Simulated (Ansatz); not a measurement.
BHOF$_{3}$ (charge -1), singlet: a pair in one relaxed arrangement.

Input (in.yaml):

```yaml
crystal:
  periodic: [false, false, false]
  atoms:
    - {symbol: O, position_ang: [-0.102279, -0.293604, -1.134200]}
    - {symbol: H, position_ang: [0.152262, 0.531774, -1.547516]}
    - {symbol: F, position_ang: [-0.900228, 0.931235, 0.734400]}
    - {symbol: B, position_ang: [-0.031766, -0.110371, 0.303453]}
    - {symbol: F, position_ang: [-0.399950, -1.310095, 0.929824]}
    - {symbol: F, position_ang: [1.281961, 0.250962, 0.713939]}
basis:
  gaussian: {orbitals: "def2-TZVPPD.json"}
total_charge: -1
hamiltonian: {xc: {name: BLYP}, dispersion: d4}
```

The basis file named in the input lies beside it (Basis Set Exchange, JSON).

Command:

```bash
ansatz run in.yaml --threads 4 --pin off --events-out ev --progress --plain --max-ram 9574MiB
```

Output of Ansatz 0.2.0:

```
Functional definition: BLYP
  name "BLYP"
  cite "Becke, Phys. Rev. A 38, 3098 (1988) doi:10.1103/PhysRevA.38.3098"
  cite "Lee, Yang & Parr, Phys. Rev. B 37, 785 (1988) doi:10.1103/PhysRevB.37.785"
  parameter beta = 0.0042
  parameter a = 0.04918
  parameter b = 0.132
  parameter c = 0.2533
  parameter d = 0.349
  exchange = b88_x(beta = beta)
  correlation = lyp_c(a = a, b = b, c = c, d = d)
999 factors; their error is unknown
mean field evaluation 1: about -10898.8860 eV, gradient 4.4e1 eV
mean field evaluation 2: about -10880.9513 eV, gradient 1.1e2 eV
mean field evaluation 4: about -10901.7559 eV, gradient 7.5e0 eV
mean field evaluation 8: about -10901.8221 eV, gradient 1.5e-1 eV
mean field evaluation 16: about -10901.8165 eV, gradient 1.5e-4 eV
mean field -10901.81650443 eV, -400.6343670211 hartree, gradient 2.3e-5 eV, S^2 0.000000; 0 other end points of the search recorded, 0 dependent functions left out
reference -10901.81683389 eV, -400.6343791285 hartree; 21, 21 occupied and 193, 193 virtual orbitals, 999 factors
Total energy: -10902.02333605 eV, -400.6419679430 hartree
```

The run took about 0.9 s on 4 CPU threads of an Intel Xeon 6975P-C (shared host).
